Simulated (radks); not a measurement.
Task: The mean radii <r> (bohr) of the occupied orbitals of an atom or ion are listed with their occupations. Calculated with a radial shooting solver on a logarithmic mesh with Libxc functionals: scalar-relativistic Kohn-Sham, LB94 model potential, spin-unpolarised, spherical densities, finite nucleus; Fermi nuclear charge, rms radius of each element as measured or else 0.836 A^(1/3) + 0.57 fm.

orbital  occ.      <r>
1s          2  0.02454
2s          2   0.1050
2p          6  0.09214
3s          2   0.2783
3p          6   0.2761
3d         10   0.2529
4s          2   0.6357
4p          6   0.6719
4d         10   0.7345
5s          2    1.450
5p          6    1.641

Name the element and its charge.

Result: Z = 58, cerium, charge +4: Ce4+ in [Xe]. The 1s radius gives Z: for a bare nucleus <r> = (2 gamma + 1)/(2Z) with gamma = sqrt(1 - (Z/c)^2), 0.02424 bohr for Z = 58, and screening makes it slightly larger (0.02454 here). The occupations add up to 54, and the charge is Z minus that.
